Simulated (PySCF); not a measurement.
Sound and unsound settings

Molecule: SMILES FC(F)[C@]12C=C[C@H](C=C1)O2, C7H6F2O; geometry GFN2-xTB.

Geometry (Å), atoms numbered from 1 in this order:
```xyz
16

F     2.6145    1.1441   -0.2605
C     2.0500   -0.0840   -0.2785
F     2.6238   -0.7724    0.7388
C     0.5468   -0.0146   -0.0998
C    -0.0345    1.1012    0.7839
C    -1.2815    1.2386    0.3667
C    -1.4398    0.2059   -0.7551
C    -1.4105   -1.1562   -0.0530
C    -0.1624   -1.3013    0.3590
O    -0.1341    0.2335   -1.3251
H     2.3190   -0.5719   -1.2273
H     0.5199    1.5965    1.5534
H    -2.0638    1.8855    0.7054
H    -2.2116    0.3768   -1.4970
H    -2.2627   -1.7930    0.0649
H     0.3194   -2.0798    0.9128
```

All runs: PySCF 2.14, non-relativistic, gas phase unless a solvent (IEF-PCM) is named; grid level 2, GIAOs and SCF threshold 1e-9 unless changed. The yardstick, PBE0/pcSseg-1, gives these isotropic shieldings σ (ppm, equivalent atoms averaged): F1/F3 315.3, C5/C9 32.4, C2 64.9, O10 88.9, H12/H16 24.15, H13/H15 24.24, H14 26.34.

Question: What do these inputs give? (1) PBE0/pcSseg-1; (2) X3LYP/pcSseg-1; damp 0.3

Answer: 
```tsv
run	outcome	functions	wall time	F1/F3	C5/C9	C2	O10	H12/H16	H13/H15	H14
1	converged	200	18 s	315.3	32.4	64.9	88.9	24.15	24.24	26.34
2	converged	200	24 s	311.3	26.8	57.9	83.5	24.36	24.45	26.50
```

Times are on 1 thread of an AMD EPYC 9R45 96-Core, shared host.

Question: Comment on the technical settings.

Answer: 
- Run 2: The functional differs from the yardstick's, which in itself moves the values. The damping changes the path of the SCF (15 cycles), not the solution, provided the same state is reached.
